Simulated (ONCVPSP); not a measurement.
lanthanum: excitation energies, all-electron against ONCV

ONCVPSP 4.0.1 input, shortened (lines: element, Z, core and valence counts, functional; n l f; lmax; l rc ep ncon nbas qcut; lloc lpopt rc5 dvloc0; l nproj debl; icmod fcfact rcfact), LDA (Perdew-Wang 92), scalar-relativistic:

```
  La 57.00    9    4  -001012      upf
    1    0    2.00
    2    0    2.00
    2    1    6.00
    3    0    2.00
    3    1    6.00
    3    2   10.00
    4    0    2.00
    4    1    6.00
    4    2   10.00
    5    0    2.00
    5    1    6.00
    5    2    1.00
    6    0    1.00
    3
    0    2.95    0.00    4    7    3.90
    1    3.00    0.00    4    8    5.30
    2    3.10    0.00    4    9    5.50
    3    3.05    0.31    4    9    3.60
    4    5    2.80    2.00
    0    2    3.10
    1    2    2.60
    2    2    3.20
    3    2    2.00
    0    0.00    0.00
```

In the p channel the program set the typed energies aside and used -1.041, 0.050 Ha. In the f channel the program set the typed energies aside and used -0.385, 1.615 Ha.

Energies are relative to the spin-unpolarised reference configuration 5s2 5p6 5d1 6s1; without spin polarisation the order of configurations can differ from experiment.

```csv
valence configuration,charge,ΔE all-electron (eV),error AE − PS (meV)
5s2 5p6 5d1 6s2,0,-6.158,+0.3
5s2 5p5 5d1 6s2,+1,20.929,-33
```

**Question.** What are ΔE and the potential's error for 5s2 5p6 5d0 6s0?

**Answer.** ΔE = 30.243 eV all-electron; the error (AE − PS) is +5.3 meV.

**Question.** What are ΔE and the potential's error for 5s2 5p6 5d1 6s0?

**Answer.** ΔE = 11.147 eV all-electron; the error (AE − PS) is -3.4 meV.
